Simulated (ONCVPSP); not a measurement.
# Reading a pseudo-wave (Ti (Z = 22))

Columns: radius, all-electron u(r) and pseudo u(r) of the 3p shell (level -39.48 eV) of titanium in the configuration [Ne] 3s2 3p6 3d2 4s1.5 4p0.5; LDA (Perdew-Wang 92), scalar-relativistic, ONCV scheme, ONCVPSP 4.0.1.

| r (bohr) | all-electron | pseudo |
| --- | --- | --- |
| 0.103 | -0.4117 | 0.0356 |
| 0.205 | -0.5084 | 0.1353 |
| 0.308 | -0.2308 | 0.2854 |
| 0.410 | 0.1576 | 0.4610 |
| 0.513 | 0.5127 | 0.6405 |
| 0.615 | 0.7726 | 0.7979 |
| 0.718 | 0.9360 | 0.9194 |
| 0.820 | 1.0140 | 0.9933 |
| 0.923 | 1.0292 | 1.0201 |
| 1.025 | 1.0005 | 1.0043 |
| 1.128 | 0.9436 | 0.9554 |
| 1.230 | 0.8714 | 0.8851 |
| 1.332 | 0.7920 | 0.8036 |
| 1.435 | 0.7103 | 0.7180 |
| 1.538 | 0.6308 | 0.6349 |
| 1.640 | 0.5566 | 0.5582 |
| 1.743 | 0.4874 | 0.4878 |
| 1.845 | 0.4253 | 0.4253 |
| 1.948 | 0.3690 | 0.3690 |
| 2.050 | 0.3195 | 0.3195 |
| 2.153 | 0.2755 | 0.2755 |
| 2.255 | 0.2373 | 0.2373 |
| 2.358 | 0.2037 | 0.2036 |
| 2.460 | 0.1747 | 0.1747 |
| 2.562 | 0.1497 | 0.1497 |
| 2.665 | 0.1279 | 0.1279 |

(1) How many radial nodes do the two functions have?

(2) At about which radius was the pseudo-wave matched?

(3) Where does each function peak?

(4) Is the pseudo-wave norm-conserving?

Results:

(1) The all-electron 3p function has n − l − 1 = 1; the pseudo-wave has 0, since the states of the same l below it are removed with the core.

(2) 2.00 bohr. The columns agree to 0.0005 from 1.74 bohr on; several derivatives are matched, so the curves merge somewhat inside the radius.

(3) Outermost all-electron maximum near 0.92 bohr, pseudo maximum near 0.92 bohr (to the table’s step).

(4) Yes: the ONCV scheme keeps the norm inside the radius equal to the all-electron one, which fixes the energy derivative of the logarithmic derivative at the level.
